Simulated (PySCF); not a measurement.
BCl2, SMILES Cl[B+]Cl, charge +1.

Coordinates come from a B3LYP-D3(BJ)/def2-TZVP optimisation.

All values below come from PBE/def2-TZVPD (PySCF).

Q: Estimate the frontier levels, gap, dipole moment and polarisability. (Estimate from the structure and the level; the computed values follow.)

A: 
```
Quantity                                                          Result
------------------------------------------------  ----------------------
highest occupied level                                         -15.65 eV
lowest empty level                                              -9.32 eV
orbital gap                                                      6.33 eV
dipole moment about the centre of nuclear charge                  0.00 D
mean static polarisability                          35.2 bohr³ (5.22 Å³)
polarisability, principal values                  25.3, 25.3, 55.1 bohr³
```
